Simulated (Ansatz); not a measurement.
Mulliken charges of CH$_{5}$GaO$_{2}$Si (`[OH][Ga]1[O]C[SiH2]1`) from r2SCAN/def2-TZVPP in Ansatz (PBE0-D4/def2-TZVP geometry).

```tsv
atom	x (Å)	y (Å)	z (Å)	charge (e)
O1	-2.923	0.942	-0.048	-0.450
Ga2	-1.195	0.547	-0.001	0.543
O3	-0.577	-1.178	-0.165	-0.428
C4	0.841	-1.047	-0.075	0.029
Si5	1.155	0.837	0.157	0.123
H6	-3.485	0.171	-0.165	0.198
H7	1.321	-1.428	-0.985	0.052
H8	1.229	-1.629	0.769	0.052
H9	1.753	1.254	1.456	-0.060
H10	1.882	1.530	-0.943	-0.060
```

**Question.** By hand: the dipole of these point charges (1 e Å = 4.8032 D).

**Answer.** Σ q r = (0.304, 0.158, 0.034) e Å, of length 0.344 e Å = 1.65 D.

**Question.** How does the dipole of the full density compare? (An estimate is asked.)

**Answer.** Computed: (0.217, 0.033, 0.015) e Å, 1.06 D; the point charges give 1.56 times that, at 19° from its direction.

Point charges leave out the atoms' own dipoles, such as those of lone pairs, and Mulliken's split depends on the basis, so the two needn't agree.
